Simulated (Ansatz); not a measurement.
Computed with Ansatz on PBE0-D4/def2-TZVP structures; ΔE is electronic, products minus reactants. CBS: MP2 limit from def2 TZ/QZ plus the TZ coupled-cluster correction, frozen cores. DFT in def2-TZVPP. B3LYP here is the variant with VWN-RPA as its local correlation; programs differ in this. For Ga outer-core shells are correlated without core-valence functions, which leaves a few kJ/mol of doubt a bond. Scalar relativity is left out up to krypton. Each species was taken in one conformer, which may not be the lowest.

`N=[C](Cl)[Ga]([F])[Cl]` + `O[SiH3]` → `N=C(Cl)[SiH2]O` + `[F][GaH][Cl]`  (formal exchange of groups at a C–Ga bond)

```
           level  ΔE (kJ/mol)  difference from CCSD(T)/CBS
       revPBE-D4        -27.8                         -0.9
      r2SCANh-D4        -31.2                         -4.3
         ωB97M-V        -31.8                         -4.9
        PBE-QIDH        -28.6                         -1.7
          r2SCAN        -30.8                         -3.9
           B3LYP        -27.2                         -0.3
         r2SCAN0        -31.8                         -4.9
CCSD(T)/def2-SVP        -18.9                          8.0
   HF/def2-QZVPP        -29.3                         -2.4
   MP2/CBS(def2)        -27.1                         -0.2
     CCSD(T)/CBS        -26.9                            0
```

Largest T1 diagnostic among the species: 0.014.

Leaving LDA and LC-ωPBE aside and taking each functional with its dispersion term where it has one, the values, not all of them listed here, spread over 9.5 kJ/mol, from B97M-V to BLYP-D4. LDA lies −9.4 kJ/mol from PBE without D4. From BLYP to BHLYP (50 % exact exchange), in def2-TZVPP and without D4, ΔE moves by −5.2 kJ/mol.

CCSD(T)/CBS has its own doubt, a few kJ/mol and more with outer-core shells, so smaller differences from it don't rank the levels.
